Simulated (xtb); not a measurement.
C2H8O2Si2, SMILES C[C@H]1O[Si@H](O)[SiH2]1. All values are semi-empirical tight-binding results from xtb (GFN2-xTB unless named), good for trends rather than for accurate numbers. Geometry optimised at GFN2-xTB. The structure was generated by enumeration; whether it is a known compound was not checked. One conformer was computed; it need not be the lowest.

```yaml
orbital_gap: 3.89 eV
dipole_moment: 1.56 D
zero_point_energy: 60.5 kcal/mol
G − E(el) at 298.15 K (modified RRHO): 39.9 kcal/mol
static polarisability (D4 model): 86.1 bohr³
solvation energy, GFN2-xTB/ALPB(water): -4.2 kcal/mol
solvation energy, GFN2-xTB/ALPB(ether): -6.9 kcal/mol
```
